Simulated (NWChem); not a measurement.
## Dipole moment of Cl₂Si

```
Si
Cl 1 2.1112
Cl 1 2.1112 2 101.95
```
Charge 0, spin multiplicity 1.

The numbers come from NWChem runs, not from measurements. All single points use one geometry, from PBE/def2-SVP, a minimum by its harmonic frequencies.

Basis set: 6-31G*. The CCSD dipole comes from the Λ equations, without orbital relaxation.

The correlated methods keep 15 core orbitals frozen. B3LYP has NWChem's definition, with VWN1-RPA local correlation. The Pople sets run with spherical d functions. The structure started from a generated list of species. No row is a measurement; the coupled-cluster row has its own basis-set and correlation limits.

### Question
Order these methods by the dipole moment they give, lowest first: HF, PBE, B3LYP, BHandHLYP, CCSD.

### Answer
PBE (1.17 D), B3LYP (1.41 D), CCSD (1.55 D), BHandHLYP (1.64 D), HF (1.81 D)
